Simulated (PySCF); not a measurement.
# [BiF6]−: one run

[BiF6]− (singlet). PySCF 2.14.0, RKS B3LYP, Bi def2-SVP with ECP60, F def2-SVP; non-relativistic Hamiltonian with scalar-relativistic core potentials where named; density fitting; no spin-orbit coupling. Purpose: singlet excitations, Tamm-Dancoff B3LYP.

```python
mol = gto.M(atom='''
Bi     0.00621    -0.00003     0.00000
F      1.45876    -0.84106     1.18731
F      0.01134     1.67437     1.19389
F     -1.45141    -0.82349     1.19322
F      1.46601     0.82839    -1.18728
F     -1.44420     0.83603    -1.19324
F     -0.00314    -1.67440    -1.19389''',
    basis={'Bi': 'def2-SVP', 'F': 'def2-SVP'},
    ecp={'Bi': 'def2-SVP'},
    charge=-1, spin=0)
mf = dft.RKS(mol, xc='B3LYP')
mf.grids.atom_grid = (50, 194)
mf = mf.density_fit()  # fitting sets: Bi def2-universal-JKFIT, F def2-universal-JKFIT
mf.conv_tol = 1e-08; mf.max_cycle = 55
mf.kernel(dm0)  # dm0: converged density of the relaxed state
td = mf.TDA(); td.nstates = 8; td.kernel()
```

Run from Python with OMP_NUM_THREADS=2; the lines above give its settings. Where DIIS fails, smearing, a level shift and second-order steps follow.
It took 26 s on 2 threads of Arm Neoverse V2, with other jobs on the host, from an already converged density.

Q: Where do the frontier levels lie, over both spins?

A: HOMO -5.58 eV, LUMO -0.25 eV. 

Q: What are the Mulliken charges and spins?

A: 
```tsv
atom	charge (e)	spin (e)
Bi1	1.618	0.000
F2	-0.436	0.000
F3	-0.436	0.000
F4	-0.436	0.000
F5	-0.436	0.000
F6	-0.436	0.000
F7	-0.436	0.000
```

Q: Which singlet excitations follow (Tamm-Dancoff, 8 states)?

A: 
| state | eV | oscillator strength |
| --- | --- | --- |
| 1 | 3.98 | 0.0000 |
| 2 | 3.98 | 0.0000 |
| 3 | 3.99 | 0.0000 |
| 4 | 4.27 | 0.0000 |
| 5 | 4.28 | 0.0000 |
| 6 | 4.29 | 0.0000 |
| 7 | 4.71 | 0.0361 |
| 8 | 4.72 | 0.0361 |
For an anion in a basis without diffuse functions, states above the detachment energy aren't bound: they are resonances at best, or continuum confined by the basis.
Functionals without range separation put charge-transfer states too low; the basis has no diffuse functions.

The geometry was relaxed with TPSS (Bi def2-SVP with ECP60, F def2-SVP).
